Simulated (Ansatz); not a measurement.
Mn2O2⁻. The state is a doublet with charge -1. Geometry PBE0-D4/def2-SVPD; atoms count from 1.

```xyz
4

Mn    0.275    0.485    0.474
Mn   -0.933   -1.553   -1.141
O     0.542    1.170    2.005
O     0.116   -0.101   -1.337
```

The charge -1 doublet is spin-contaminated (final ⟨S²⟩ up to 5.45, 0.75 for a pure state). No other spin state of charge -1 was run. The geometry of the doublet was relaxed on an unsound state (⟨S²⟩ 5.58, where a pure state has 0.75). Another isomer (doublet) lies 0.68 eV lower at PBE0-D4/def2-TZVPD; other spin states weren't run for this one.

Estimate the Mulliken populations from the PBE0/def2-TZVPD orbitals of Ansatz.


```
atom  charge (e)  spin (α − β)  d electrons
 Mn1        0.72          4.82         5.29
 Mn2        0.30         -3.74         5.22
  O3       -1.08          0.11            –
  O4       -0.94         -0.19            –
```
Mulliken values and Mayer orders depend strongly on the basis. With diffuse functions, as here, like atoms can get unlike values, and bond orders can come out too low or too high.

Where does the spin sit?

Summed by element: Mn 1.08, O -0.08, of 1 unpaired in all. Largest on single atoms: Mn1 4.82, Mn2 -3.74, O4 -0.19.

And the Mayer bond orders between bonded heavy atoms (over 0.3)?

Mn1–Mn2 0.32 (2.87 Å); Mn1–O3 1.46 (1.70 Å); Mn1–O4 0.40 (1.91 Å); Mn2–O4 0.82 (1.80 Å).
